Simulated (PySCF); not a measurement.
Computed IR spectrum (relative IR intensity) of a molecule C4H10N, multiplicity 2. Geometry: B3LYP-D3(BJ)/def2-SVP. Other conformers were not sampled. These are PySCF 2.14.0 with B3LYP-D3(BJ)/def2-SVP values and carry that method's errors. No scaling factor is applied to the harmonic values.

Lines under 2 % of the strongest are left out, and lines within 2 cm⁻¹ are merged.

ν (cm⁻¹): 280 (vw), 453 (m), 511 (m), 752 (vs), 793 (w), 931 (w), 971 (w), 1061 (vw), 1128 (vw), 1143 (w), 1187 (s), 1306 (w), 1356 (w), 1375 (vw), 1407 (w), 1430 (w), 1436 (w), 1459 (w), 1474 (w), 1492 (m), 1505 (w), 2916 (vs), 2942 (m), 3012 (m), 3025 (m), 3031 (m), 3103 (m), 3125 (m), 3135 (w), 3247 (w) (against the strongest line: vs over 80 %, s over 45 %, m over 15 %, w over 4 %, vw less)

Question: Which structure fits?
(A) CC(C)(C)[NH]
(B) [CH2]C(C)(C)N
(C) [CH2]CNCC
(D) [CH2]CN(C)C

Answer: C, [CH2]CNCC
